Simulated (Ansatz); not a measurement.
The same path of Cl$_{2}$GaH$_{3}$O (7 atoms, charge 0, multiplicity 1) was run twice with different band settings. Lost on the way: Ga1–H2, O5–H7. Made: H2–H7.

These are results of RKS PBE/def2-SVP in Ansatz 0.2.0, not measurements.

Relaxed end points:

```xyz
7
Properties=species:S:1:pos:R:3
Ga 0.119 0.088 0.162
H 0.045 0.805 1.552
Cl 1.857 0.258 -1.126
Cl -1.763 -0.329 -0.932
O 0.147 -1.991 0.697
H -0.673 -2.235 0.205
H -0.059 -2.144 1.641
```

```xyz
7
Properties=species:S:1:pos:R:3
Ga 0.066 -0.683 -0.509
H -0.025 0.223 2.145
Cl 1.855 0.412 -0.922
Cl -1.860 0.168 -0.959
O 0.219 -2.357 0.113
H -0.660 -2.770 0.216
H 0.077 -0.541 2.114
```

Common settings: movable images 7; climbing image yes; optimiser quadratic models (default); start path through a guess of the saddle point; force threshold 0.03 eV/Å; iteration limit 60; end points relaxed.

| run | spring |
| --- | --- |
| 1 | 5.0 eV/Å² |
| 2 | 20.0 eV/Å² |

Problem. What does each run give, and how far can it be trusted?

Solution. Run 1: converged after 10 iterations, highest image 1.235 eV above the first end. A vibrational analysis at the climbing image gives one clearly imaginary mode, 1047i cm⁻¹: a first-order saddle point.
Run 2: converged after 10 iterations, highest image 1.235 eV above the first end. Another band between the same ends (7 images) ends at a top of the same energy, where a vibrational analysis finds 1 clearly imaginary mode.
The orbitals stay closed-shell, which can raise the energy where a bond breaks towards radicals; this wasn't checked here.
